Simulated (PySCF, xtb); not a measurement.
Al(SeH)3 (AlH3Se3), SMILES [SeH][Al]([SeH])[SeH]. Other conformers were not sampled.

Harmonic wavenumbers (cm⁻¹) from GFN2-xTB (xtb) at its own minimum, in rising order: 61, 63, 107, 118, 139, 151, 205, 401, 410, 419, 472, 482, 1987, 1998, 2035.

Task: What does B3LYP-D3(BJ)/def2-SVP (PySCF 2.14.0) give at its own minimum? (An estimate is asked for; the answer gives what the named calculation found.)

Result: 72, 77, 97, 148, 198, 205, 215, 443, 452, 550, 618, 635, 2404, 2406, 2409. Paired by order, the mean absolute difference is 127 cm⁻¹ and the zero-point energies are 12.9 and 15.6 kcal/mol.
